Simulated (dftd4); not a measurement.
C$_{7}$H$_{15}$N$_{2}$ (SMILES C[CH]NC(C)=NC(C)C), doublet, geometry from GFN2-xTB; D4 for tpssh run with dftd4.

The dftd4 input:
```
$ dftd4 mol.xyz --func tpssh --charge 0 --json dftd4.json --noedisp

# file mol.xyz
24

C     -3.42005593    -1.59776288     0.17650524
C     -2.00634910    -1.16044827     0.15490569
N     -1.68945754     0.15737295     0.05938301
C     -0.42684669     0.66714745    -0.05503179
C     -0.35771628     2.17869080    -0.11380270
N      0.54968540    -0.16121517    -0.11342333
C      1.91686145     0.26343604    -0.21423436
C      2.54775746     0.27864727     1.18368317
C      2.65036474    -0.73425151    -1.11230001
H     -4.07846862    -0.77732044     0.46145898
H     -3.74902579    -1.96570758    -0.80299394
H     -3.55844674    -2.41535148     0.88450225
H     -1.18782910    -1.84865105     0.08833311
H     -2.45764824     0.81457998     0.09124210
H      0.30478606     2.55832315     0.66234375
H     -1.34113487     2.62317347     0.02131315
H      0.03719562     2.49812053    -1.07825086
H      2.01764096     1.27174004    -0.65303333
H      2.46033121    -0.70777074     1.63151180
H      3.59875837     0.55088648     1.12128289
H      2.03649917     0.99335249     1.82534593
H      3.70365877    -0.47485828    -1.18881258
H      2.55580081    -1.73353202    -0.69700622
H      2.21219313    -0.73284238    -2.10730593
```

Predict the main parts of the log of this dftd4 run.


```
                    ____  _____ _____     ____  _  _
      -------------|  _ \|  ___|_   _|---|  _ \| || |------------
     |             | | | | |_    | | ___ | | | | || |_           |
     |             | |_| |  _|   | ||___|| |_| |__   _|          |
     |             |____/|_|     |_|     |____/   |_|            |
     |             ===================================           |
     |            E. Caldeweyher, S. Ehlert & S. Grimme          |
     |          Mulliken Center for Theoretical Chemistry        |
     |                    University of Bonn                     |
      -----------------------------------------------------------

Rational (Becke-Johnson) damping: tpssh-D4-ATM
---------------------
  s6         1.0000
  s8         1.8590
  s9         1.0000
  a1         0.4429
  a2         4.6023
 alp        16.0000
--------------------

Dispersion energy:      -2.4820960062541E-02 Eh

[Info] JSON dump of results written to 'dftd4.json'
```
